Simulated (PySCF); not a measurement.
A species of formula C8H13Cl has this rotational fingerprint, computed with PBE0/pcSseg-1 in PySCF (dipole) on a GFN2-xTB geometry, gas phase:

| Property | Result |
| --- | --- |
| Rotational constants | A = 1121, B = 1007, C = 582.5 MHz |
| Dipole components | \|μa\| = 1.21 D, \|μb\| = 0.64 D, \|μc\| = 1.51 D |
| Inertial defect | -85.32 u·Å² |
| κ | 0.58 |

Question: Which candidate fits, each taken in the one conformer that was computed?
A. `[CH2:1]=[C:2]1[CH2:3][C@@:4]1([CH2:5][Cl:6])[CH2:7][CH2:8][CH3:9]` with C3–C4–C5–Cl6 76°, C3–C4–C7–C8 143°, C4–C7–C8–C9 -176°
B. `C[C@@H]1[C@H]2C[C@@H](C[C@H]1Cl)C2`
C. `[CH2:1]=[C:2]=[CH:3][C@@H:4]([CH2:5][Cl:6])[CH2:7][CH2:8][CH3:9]` with C2–C3–C4–C5 110°, C3–C4–C5–Cl6 61°, C3–C4–C7–C8 64°, C4–C7–C8–C9 180°

Answer: C. It is C=C=C[C@@H](CCl)CCC, an asymmetric top, point group C1. The candidates at the same level (rigid rotor, commonest isotopes):

```csv
SMILES,A (MHz),B (MHz),C (MHz),μa (D),μb (D),μc (D),Δ (u·Å²),point group,rotor
C=C1C[C@@]1(CCl)CCC,1350,1053,679.7,1.54,1.01,0.52,-111.07,C1,asymmetric top
C[C@@H]1[C@H]2C[C@@H](C[C@H]1Cl)C2,2202,1166,904.6,2.24,0.31,0.44,-104.12,C1,asymmetric top
C=C=C[C@@H](CCl)CCC,1121,1007,582.5,1.21,0.64,1.51,-85.32,C1,asymmetric top
```

`C=C1C[C@@]1(CCl)CCC` has A 20 % too high; `C[C@@H]1[C@H]2C[C@@H](C[C@H]1Cl)C2` has A 96 % too high. No structure here is proved a minimum.
